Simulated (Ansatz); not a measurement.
Basis-set series for ClH₆O₂ScSi₂ (`[SiH3][O][Sc]([Cl])[O][SiH3]`). Total charge 0; spin multiplicity 1. The structure was optimised at the PBE0-D4/def2-TZVP level. It is one conformer, not always the lowest.

```tsv
functional	basis	functions	energy (Eh)	HOMO (eV)	LUMO (eV)
PBE0-D4	def2-TZVPP	336	-1953.60396	-8.67	-2.45
PBE0-D4	def2-QZVPP	597	-1953.66183	-8.68	-2.44
ωB97M-V	def2-TZVPP	336	-1954.18749	-10.95	-0.85
ωB97M-V	def2-QZVPP	597	-1954.24104	-10.96	-0.86
```

Q: Give the rows for def2-SVP. (An estimate is asked.)

A: Ansatz gave: 
| functional | basis | functions | energy (Eh) | HOMO (eV) | LUMO (eV) |
| --- | --- | --- | --- | --- | --- |
| PBE0-D4 | def2-SVP | 143 | -1952.95048 | -8.48 | -2.35 |
| ωB97M-V | def2-SVP | 143 | -1953.53080 | -10.70 | -0.66 |

Scalar relativity is left out up to krypton.
